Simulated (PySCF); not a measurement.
Compound: (Cl)3Sn-NH-SiH3.
Bonds: Sn1–Cl2, Sn1–Cl3, Sn1–Cl4, Sn1–N5, N5–Si6. Hydrogens: H7 on N5; H8, H9, H10 on Si6.

Method: PBE0-D3(BJ)/def2-SVP geometry optimisation, gas phase, def2 core potentials past Kr (PySCF); density fitting, grid level 1; the optimiser is geomeTRIC in internal coordinates, started from a GFN2-xTB structure with every atom displaced at random (about 0.03 Å).

Step 7: E = -52803.9905 eV
```
atom  x, y, z in Å  |  force x, y, z in eV/Å
Sn1     0.8690    0.3330   -1.3032    0.077   0.007  -0.127
Cl2     2.4436   -0.9334   -2.4495   -0.005  -0.030  -0.040
Cl3    -0.8246    0.9457   -2.7873    0.124  -0.039   0.097
Cl4     1.8950    2.2586   -0.5179   -0.077   0.037  -0.015
N5      0.2041   -0.7378    0.2412   -0.133   0.110   0.019
Si6    -0.9763   -0.1858    1.4060    0.029   0.005   0.108
H7      0.4111   -1.7285    0.1664    0.008  -0.098  -0.026
H8     -0.7836    1.2885    1.5349    0.020  -0.003   0.005
H9     -0.7162   -0.8903    2.6961   -0.009   0.052   0.025
H10    -2.3974   -0.4267    1.0178   -0.036  -0.042  -0.045
```

Step 8: E = -52803.9945 eV
```
atom  x, y, z in Å  |  force x, y, z in eV/Å
Sn1     0.8781    0.3276   -1.2965    0.104   0.000  -0.030
Cl2     2.3726   -0.9768   -2.5099   -0.040   0.013  -0.001
Cl3    -0.7537    1.1037   -2.7592    0.032  -0.024   0.011
Cl4     1.9440    2.1853   -0.3995   -0.001   0.028  -0.006
N5      0.1585   -0.7646    0.2074   -0.067   0.028  -0.041
Si6    -0.9964   -0.1951    1.3870    0.044  -0.001   0.079
H7      0.4577   -1.7354    0.1898   -0.042  -0.039  -0.010
H8     -0.9259    1.2951    1.3374   -0.002  -0.006   0.007
H9     -0.6057   -0.7056    2.7348   -0.022   0.035   0.017
H10    -2.4046   -0.6110    1.1131   -0.006  -0.033  -0.026
```

Question: Estimate the geometry and energy of step 9. (The exact step hangs on the optimiser's Hessian estimate; all steps are aligned on step 8, rigid shifts and turns removed.)

Answer: E = -52803.9984 eV, largest force 0.072 eV/Å
```
atom  x, y, z in Å  |  force x, y, z in eV/Å
Sn1     0.8912    0.3301   -1.3025    0.029   0.025   0.060
Cl2     2.3793   -0.9849   -2.5093   -0.020   0.003   0.003
Cl3    -0.7337    1.0900   -2.7791    0.011  -0.016  -0.003
Cl4     1.9447    2.2073   -0.4268   -0.003  -0.014  -0.003
N5      0.1510   -0.7484    0.2055    0.011  -0.033  -0.041
Si6    -0.9976   -0.1967    1.4020    0.028   0.019  -0.008
H7      0.4314   -1.7260    0.1754   -0.047   0.010  -0.010
H8     -0.9283    1.2937    1.3810   -0.010  -0.001  -0.001
H9     -0.6105   -0.7243    2.7443   -0.006   0.016   0.002
H10    -2.4029   -0.6174    1.1138    0.007  -0.011  -0.001
```

The energy changes by -0.0039 eV. The first-order estimate −F·Δx gives -0.0059 eV and the mean of the old and new forces, exact on a quadratic surface, -0.0033 eV. The step makes an angle of 68° with the force vector and moves no atom by more than 0.044 Å.

The cost below is that of the whole optimisation. On one thread of an Intel Xeon Platinum 8375C at 2.90 GHz, no GPU, shared host with 64 logical CPUs at a one-minute load of 8.5, this took 2.5 min wall and 0.51 GiB of memory at its peak.
